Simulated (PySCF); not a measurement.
C4H10O2Si.
SMILES with atom numbers: `[CH3:1][Si:2]([CH3:3])([CH3:4])[O:5][CH:6]=[O:7]` (hydrogens: H8, H9, H10 on C1; H11, H12, H13 on C3; H14, H15, H16 on C4; H17 on C6)

The closed-shell SCF was solved with PySCF and density fitting under several settings on one GFN2-xTB geometry (grid level 2 and gas phase unless stated).

```csv
settings,basis functions,SCF cycles,E (Eh),HOMO (eV),LUMO (eV),dipole (D)
PBE0/pcSseg-1,176,14,-597.9558,-8.10,0.19,2.15
PBE0/def2-SVPD,230,14,-597.6996,-8.19,0.02,2.27
"PBE0/6-311+G(2d,p)",257,14,-598.1039,-8.13,-0.04,2.24
"KT3/6-31G, level shift 0.2 Eh, energy threshold 1e-06 Eh",87,9,-605.1613,-6.40,-0.73,2.27
```

Estimate the rows for these settings: (1) B97-2/pcSseg-1; (2) PBE0/6-311G**, grid level 4, energy threshold 1e-07 Eh; (3) revPBE/3-21G.

```
                                              settings  basis functions  SCF cycles     E (Eh)  HOMO (eV)  LUMO (eV)  dipole (D)
                                        B97-2/pcSseg-1              176          14  -598.3353      -7.81       0.12        2.15
PBE0/6-311G**, grid level 4, energy threshold 1e-07 Eh              194           9  -598.0867      -8.00       0.31        2.07
                                          revPBE/3-21G               87          15  -595.0811      -5.85      -0.27        1.95
```

Over all rows, what range does the HOMO–LUMO gap span?

From 5.58 eV (revPBE/3-21G) to 8.31 eV (PBE0/6-311G**, grid level 4, energy threshold 1e-07 Eh). The functional of the narrowest has no exact exchange, that of the widest 25 % exact exchange.

And the dipole moment?

From 1.95 D to 2.27 D; the largest is 1.16 times the smallest, and the median is 2.15 D.

Compare two rows with the functional PBE0: PBE0/pcSseg-1 and PBE0/def2-SVPD. Which energy is lower, and by how much?

PBE0/pcSseg-1 (176 functions) lies 0.2562 Eh or 161 kcal/mol below PBE0/def2-SVPD (230 functions). The smaller set gives the lower energy; the two sets aren't nested, so the variational bound doesn't order them by size.

Cycle counts include a coarse-grid stage where the run had one. All basis functions are spherical, in the Pople sets too. KT3 was designed for NMR shieldings or shifts; total energies of different functionals aren't comparable.

Shape of the structure used: `[CH3:1][Si:2]([CH3:3])([CH3:4])[O:5][CH:6]=[O:7]`: C1–Si2–O5–C6 61°, Si2–O5–C6–O7 0°.

One conformer stands for the species.
